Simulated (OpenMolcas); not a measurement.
# Cr4+: CASPT2 settings compared

* Program: OpenMolcas 26.06
* Basis: ANO-RCC-VDZ [5s4p2d]
* Scalar Hamiltonian: DKH2, point nucleus
* Active space: 2 electrons in 10 orbitals (3d 4d)
* State averaging: 2S+1 = 3 even, 10 roots; 2S+1 = 1 even, 15 roots kept (CI in the orbitals of an earlier block)
* Spin-orbit coupling: RASSI with atomic mean-field integrals over the reference wave functions, term energies averaged over their components

Methods on the same reference wave functions:
A. CASSCF
B. SS-CASPT2, IPEA 0.4 Eh, imaginary shift 0.1 Eh (closed shells correlated: 3s 3p)
C. SS-CASPT2, IPEA 0.15 Eh, imaginary shift 0.3 Eh (closed shells correlated: 2s 2p 3s 3p)
D. XMS-CASPT2, IPEA 0.4 Eh, sigma1 regulariser 0.4 Eh (closed shells correlated: 2s 2p 3s 3p)

Energies in eV above 3d² ³F₂, the measured ground level; measured values from Sugar and Corliss, J. Phys. Chem. Ref. Data 6, 317 (1977).

```json
{"Level": "3d² ³F₂", "A": "0.0000", "B": "0.0000", "C": "0.0000", "D": "0.0000", "Measured": "0.0000"}
{"Level": "3d² ³F₃", "A": "0.0655", "B": "0.0659", "C": "0.0660", "D": "0.0659", "Measured": "0.0630"}
{"Level": "3d² ³F₄", "A": "0.1495", "B": "0.1499", "C": "0.1500", "D": "0.1499", "Measured": "0.1416"}
{"Level": "3d² ¹D₂", "A": "2.0427", "B": "1.670", "C": "1.641", "D": "1.698", "Measured": "1.6351"}
{"Level": "3d² ³P₀", "A": "2.3912", "B": "2.014", "C": "1.985", "D": "2.007", "Measured": "1.9207"}
{"Level": "3d² ³P₁", "A": "2.4140", "B": "2.037", "C": "2.008", "D": "2.030", "Measured": "1.9437"}
{"Level": "3d² ³P₂", "A": "2.4644", "B": "2.088", "C": "2.059", "D": "2.081", "Measured": "1.9888"}
{"Level": "3d² ¹G₄", "A": "3.1352", "B": "3.080", "C": "3.076", "D": "3.090", "Measured": "2.7300"}
{"Level": "3d² ¹S₀", "A": "7.4965", "B": "6.359", "C": "6.293", "D": "6.364", "Measured": "6.3413"}
```

Deviations, from unrounded energies. A percentage is the sum of absolute deviations over the sum of measured energies, with the sign that they share, or ± where signs differ.

```
                        Against measurement  Levels      A     B     C     D
             mean absolute deviation (cm-1)       8   3400   710   620   730
      fine structure of the ground term (%)       2   +5.1  +5.5  +5.6  +5.5
other terms of the ground configuration (%)       6  +20.4  +4.2  ±3.6  +4.3
```

C lies closest to measurement on these levels and A furthest from it. The largest miss of C in the table is 3d² ¹G₄, by +2800 cm-1. The ranking rests on the paired levels alone, and a cruder setting can come out closer through cancelling errors.

Among B to D the level of the table that moves most is 3d² ¹S₀, by 570 cm-1 (lowest in C, highest in D). Moves below CASPT2's spread within the term are not significant.

The mean deviations of B to D differ by less than CASPT2's widest spread within a term (630 cm-1), so their order carries little weight.

From A to B the spin-free energies of the other terms of 3d² shown, above ³F, scale by factors of 0.81 to 0.98.

The lowest spin-free term lies below A's lowest term by 0.140 hartree in B, 0.157 hartree in C, 0.158 hartree in D.

Term energies are means over components that CASPT2 splits; among the terms shown or strongly mixed into the levels shown the widest spread is 630 cm-1 (3d² ³F, D). Terms from blocks run as CI alone lack orbitals of their own. Active for correlation alone: 4d; no level in the range computed is led by a configuration that fills it, so any true level of that kind is missing. The basis is small and was not contracted for so high a charge. Without dynamic correlation excited terms often stand tens of per cent too high (terms of higher spin than the ground term too low), and those without a measured partner can miss by more than the paired ones (holds for A). Measured partners are found by configuration, term and J. A level has none where our copy of the source lacks it or the pairing is in doubt (some pairs that miss far off the trend of their configuration count as doubtful), and it then counts in no deviation. Only configurations of the active space appear.
